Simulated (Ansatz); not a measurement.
Consider the redistribution: `[OH][Cd][OH]` + `[SiH3][O][Cd][Br]` → `[OH][Cd][Br]` + `[OH][Cd][O][SiH3]`.

Gas-phase electronic energies from Ansatz, PBE0-D4/def2-TZVP geometries. CBS: MP2 limit from def2 TZ/QZ plus the TZ coupled-cluster correction, frozen cores. DFT in def2-TZVPP. HSE06 is defined as in plane-wave codes. Elements past krypton have def2 core potentials. For Br, Cd outer-core shells are correlated without core-valence functions, which leaves a few kJ/mol of doubt a bond. Scalar relativity is left out up to krypton. One conformer a species, not always the lowest.

Is it downhill or uphill in electronic energy at CCSD(T)/CBS, and by how much? (Estimate.)

Computed: Nearly level: ΔE = 0.0 kcal/mol.

What do these levels give: B97M-V, HSE06, CAM-B3LYP, CCSD/def2-SVP, CCSD(T)/def2-TZVPP, MP2/def2-QZVPP? (An estimate is asked.)

Computed: B97M-V -0.4, HSE06 -0.3, CAM-B3LYP -0.3, CCSD/def2-SVP -0.5, CCSD(T)/def2-TZVPP -0.3, MP2/def2-QZVPP -0.1 kcal/mol.

What do rigid-rotor, harmonic-oscillator terms from PBE0-D4/def2-TZVP frequencies (298.15 K, 1 bar) make of the CCSD(T)/CBS value? (An estimate is asked.)

Ansatz gave: ΔZPE = -0.1 kcal/mol, ΔH = -0.1 kcal/mol, ΔS = 12 J/(mol·K), ΔG = -0.9 kcal/mol. Modes under 50 cm⁻¹ make the entropy rough.

Largest T1 diagnostic among the species: 0.017.

Leaving LDA and LC-ωPBE aside and taking each functional with its dispersion term where it has one, the values, not all of them listed here, spread over 0.2 kcal/mol, from B97M-V to CAM-B3LYP-D4.
